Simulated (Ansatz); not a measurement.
Species: HI, charge 1, multiplicity 2. SMILES of the parent species: I
Geometry from a B3LYP-D3(BJ)/def2-TZVP (Ansatz, a first-principles code) optimisation:
```
I
H 1 1.6383
```
Charge +1, spin multiplicity 2.

Parts of the frozen-core correlation energy in def2-SVP (Ansatz, hartree). Frozen orbitals: 9; correlated occupied orbitals by spin: 4 and 3; virtual: 18 and 19. UHF or UKS for open shells. No spin-orbit coupling. Past Kr the def2 sets carry scalar-relativistic core potentials.

| term | value |
|---|---|
| reference (HF) | -296.87597 |
| MP2 opposite-spin | … |
| MP2 same-spin | -0.01840 |
| CCSD correlation | … |
| (T) | … |
| CCSDT minus CCSD(T) | -0.00033 |
| CCSDT(Q) minus CCSD(T) | -0.00043 |
| T1 diagnostic | 0.008 |
| largest doubles amplitude | 0.096 |
| <S^2> of the reference | 0.758 |

Q: Fill in the missing entries.

A: 
- MP2 opposite-spin, value: -0.06776
- CCSD correlation, value: -0.10384
- (T), value: -0.00172
